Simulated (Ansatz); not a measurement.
Fe4Co⁺, 5 atoms. Hardware: 4 threads of Intel Xeon on a shared host.

Correlated methods freeze 25 core orbitals; core or outer-core shells of Fe, Co are correlated, in sets that lack core-valence functions.

(1) How many basis functions does each of these Ansatz runs have, and roughly what does it cost? PBE-D4/def2-SVP, charge 1 multiplicity 15, energy with a search over starts; PBE-D4/def2-SVP, charge 1 multiplicity 15, relaxation, 6 steps; PBE0-D4/def2-TZVP, charge 1 multiplicity 15, energy, from earlier orbitals; PBE0-D4/def2-SVP, charge 1 multiplicity 15, energy, from earlier orbitals; RPA@PBE/def2-TZVP, charge 1 multiplicity 15, energy, from earlier orbitals; r2SCAN-D4/def2-TZVP, charge 1 multiplicity 15, energy, from earlier orbitals; PBE-D4/def2-TZVP, charge 1 multiplicity 15, energy and forces, from earlier orbitals; MP2/def2-TZVP, charge 1 multiplicity 15, energy, from earlier orbitals; PBE-D4/def2-SVP, charge 1 multiplicity 15, energy, from earlier orbitals; revPBE-D4/def2-TZVP, charge 1 multiplicity 15, energy, from earlier orbitals.

## Answers

(1) Other jobs shared the machine, so times can vary by a factor of up to 3. A dash marks memory too small to be measured apart from the calling script's.

```tsv
run	functions	fitting or Cholesky vectors	wall time	peak host memory (GiB)
PBE-D4/def2-SVP, charge 1 multiplicity 15, energy, from earlier orbitals	155	1906	18 s	–
PBE-D4/def2-TZVP, charge 1 multiplicity 15, energy and forces, from earlier orbitals	225	2198	23 s	0.6
revPBE-D4/def2-TZVP, charge 1 multiplicity 15, energy, from earlier orbitals	225	2198	26 s	0.6
RPA@PBE/def2-TZVP, charge 1 multiplicity 15, energy, from earlier orbitals	225	2215	42 s	1.1
PBE-D4/def2-SVP, charge 1 multiplicity 15, relaxation, 6 steps	155	1906	58 s	–
PBE-D4/def2-SVP, charge 1 multiplicity 15, energy with a search over starts	155	1906	65 s	–
PBE0-D4/def2-SVP, charge 1 multiplicity 15, energy, from earlier orbitals	155	1674	2.6 min	1.4
r2SCAN-D4/def2-TZVP, charge 1 multiplicity 15, energy, from earlier orbitals	225	2198	3.5 min	1.3
PBE0-D4/def2-TZVP, charge 1 multiplicity 15, energy, from earlier orbitals	225	2215	5.8 min	2.1
MP2/def2-TZVP, charge 1 multiplicity 15, energy, from earlier orbitals	225	2215	5.9 min	1.8
```
